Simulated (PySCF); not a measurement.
ClFH5NSi2, SMILES N[SiH2][Si@H](F)Cl. Coordinates come from a PBE0-D3(BJ)/def2-SVP optimisation. The structure was generated by enumeration; whether it is a known compound was not checked. The values are those of a single conformer.

Computed equilibrium geometry at PBE0-D3(BJ)/def2-SVP (PySCF confirms it by a frequency run) as bond lengths and angles (one conformer of several):
Atoms: N1 Si2 Si3 F4 Cl5 H6 H7 H8 H9 H10. Bonds (Å): N1–Si2 1.732, N1–H6 1.014, N1–H7 1.014, Si2–Si3 2.349, Si2–H8 1.494, Si2–H9 1.494, Si3–F4 1.630, Si3–Cl5 2.070, Si3–H10 1.491. Bond angles (°): Si2–N1–H6 119.6, Si2–N1–H7 119.3, H6–N1–H7 110.7, N1–Si2–Si3 115.6, N1–Si2–H8 109.2, N1–Si2–H9 108.6, Si3–Si2–H8 106.0, Si3–Si2–H9 106.9, H8–Si2–H9 110.4, Si2–Si3–F4 109.0, Si2–Si3–Cl5 108.7, Si2–Si3–H10 117.3, F4–Si3–Cl5 107.8, F4–Si3–H10 106.3, Cl5–Si3–H10 107.5.
